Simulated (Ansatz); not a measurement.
```json
{"atom": "Cu", "x (Å)": "-0.0209", "y (Å)": "0.0131", "z (Å)": "0.0275"}
{"atom": "H", "x (Å)": "-0.0653", "y (Å)": "-0.0169", "z (Å)": "1.3431"}
```

Basis set: 6-31G (spherical functions). Correlated methods keep 5 orbitals frozen. Charge 0, multiplicity 1.

Computed with Ansatz (development build ahead of 0.2.0); each method stands on the lowest determinant of its kind that the runs found. Restricted open shells among the atoms or ions are ROHF, correlated in semicanonical orbitals with singles.

The atomization energy at this shape (free ground-state atoms in the same class of orbitals less the molecule, no zero-point energy) of singlet CuH:

| method | atomization energy |
| --- | --- |
| RHF | -0.29 eV |

Task: What does RHF-MP2 give?

Result: 2.35 eV.

This basis has no polarisation functions and is too small for such energies, which can lie far from measured ones in either direction.
